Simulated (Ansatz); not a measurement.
The cluster VTe₄, relaxed as a doublet with UKS PBE-D4/def2-SVP in Ansatz, starting from the GFN1-xTB geometry. Force threshold 0.02 eV/Å.

In the def2 sets Te takes a core potential; there is no spin–orbit coupling. The charge 0 doublet is spin-contaminated (final ⟨S²⟩ up to 0.91, 0.75 for a pure state). Another isomer (doublet) lies 0.41 eV lower at PBE0-D4/def2-TZVP; other spin states weren't run for this one.

Start:

```csv
atom,x (Å),y (Å),z (Å)
V1,1.3350,0.2933,0.3857
Te2,-0.6579,1.7553,1.1373
Te3,0.6133,0.2200,-2.0908
Te4,0.1960,-1.9426,0.9949
Te5,-1.4864,-0.3259,-0.4272
```

**Question.** Estimate the energy that the relaxation releases and the steps that it takes.

**Answer.** 36.0 kcal/mol, in 10 steps; 39 s on 4 threads of Arm Neoverse V2 on a shared host. No frequencies were taken in this run, so the end may be a saddle point.

**Question.** Does the start keep its bonding and symmetry?

**Answer.** Bonds lost: Te2–Te5 (atoms count from 1). Point group C3v at the start, Cs at the end, both within 0.05 Å.

**Question.** Predict the relaxed structure.

**Answer.** 
| atom | x (Å) | y (Å) | z (Å) |
| --- | --- | --- | --- |
| V1 | 0.583 | 0.399 | 0.358 |
| Te2 | -0.156 | 2.318 | 1.598 |
| Te3 | 0.695 | 0.322 | -2.267 |
| Te4 | 0.230 | -2.079 | 1.165 |
| Te5 | -1.353 | -0.960 | -0.854 |
Bond lengths: 4 × Te–V 2.40 to 2.66 Å; 2 × Te–Te 2.80 Å.
